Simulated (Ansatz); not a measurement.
Consider the redistribution: `FB1CO1` + `C[SiH]1CN1` → `B1CO1` + `C[Si]1(F)CN1`.

Calculated with Ansatz (gas phase, PBE0-D4/def2-TZVP geometries, no zero-point term in ΔE). CCSD(T)/CBS is the MP2 limit (def2-TZVPP, def2-QZVPP) plus CCSD(T) − MP2 in def2-TZVPP, frozen cores. Functionals use def2-TZVPP. B3LYP here is the variant with VWN-RPA as its local correlation; programs differ in this.

| level | ΔE (kcal/mol) |
| --- | --- |
| PBE-D4 | -4.5 |
| ωB97M-V | -6.7 |
| PBE0 | -5.1 |
| B3LYP | -5.8 |
| MP2/def2-TZVPP | -6.6 |
| SCS-MP2/def2-TZVPP | -6.7 |
| CCSD/def2-TZVPP | -6.4 |
| CCSD/CBS(def2) | -7.4 |

Q: What does CCSD(T)/CBS give? (An estimate is asked.)

A: The calculation gave: -7.2 kcal/mol. The listed levels differ from it by 2.7, 0.5, 2.1, 1.4, 0.6, 0.5, 0.8, -0.2 kcal/mol.

Largest T1 diagnostic among the species: 0.016.
